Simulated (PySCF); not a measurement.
Species: C3H4FO3 (charge -1).
Numbering: `[CH3:1][O:2][C@H:3]([F:4])[C:5](=[O:6])[O-:7]` (hydrogens: H8, H9, H10 on C1; H11 on C3)

Level of theory: PBE0/6-31+G* geometry optimisation, gas phase in PySCF.

Problem. What internal coordinates does the optimisation give?

Solution. 
```csv
bond,length (Å)
C1–O2,1.416
O2–C3,1.387
C3–F4,1.411
C3–C5,1.560
"C5=O6, C5–O7",1.251
"C1–H8, C1–H9, C1–H10",1.096
C3–H11,1.092
```

Bonds in one row agree within 0.01 Å and their mean is given. A selection of angles:
```csv
angle,degrees
O2–C1–H8,111.3
O2–C1–H10,105.7
H8–C1–H9,108.4
H8–C1–H10,110.1
C1–O2–C3,115.5
O2–C3–F4,108.0
O2–C3–C5,114.3
O2–C3–H11,105.8
F4–C3–C5,110.9
F4–C3–H11,106.1
C5–C3–H11,111.3
C3–C5–O6,116.5
C3–C5–O7,112.9
O6–C5–O7,130.6
```

Torsions: C1–O2–C3–F4 78° (synclinal); O2–C3–C5–O6 85° (synclinal).

The 4 C–O bonds span 1.249 Å (C5=O6, drawn double in one of several resonance forms) to 1.416 Å (C1–O2, drawn single), a spread of 0.167 Å. Of the pairs four or more bonds apart, C5···H9 is among the closest relative to their van der Waals radii: 2.59 Å, 89 % of the sum of Bondi's values. O2 (ether oxygen) is bent (angle 115.5°). C5 (carboxylate carbon) is planar (angles 130.6°, 116.5° and 112.9°, sum 359.9°, 0.02 Å off the plane of its three neighbours).

Point group: C1 (no symmetry element, even within 0.4 Å). Stationary, but not proved a minimum. The structure is a single PBE0/6-31+G* conformer in the gas phase; no vibrational or solvent corrections.

On Arm Neoverse V1, one thread, shared host with 32 logical CPUs at a one-minute load of 8.5, this took 86 s of wall time and 0.56 GiB of memory at its peak. This is the geometry optimisation.
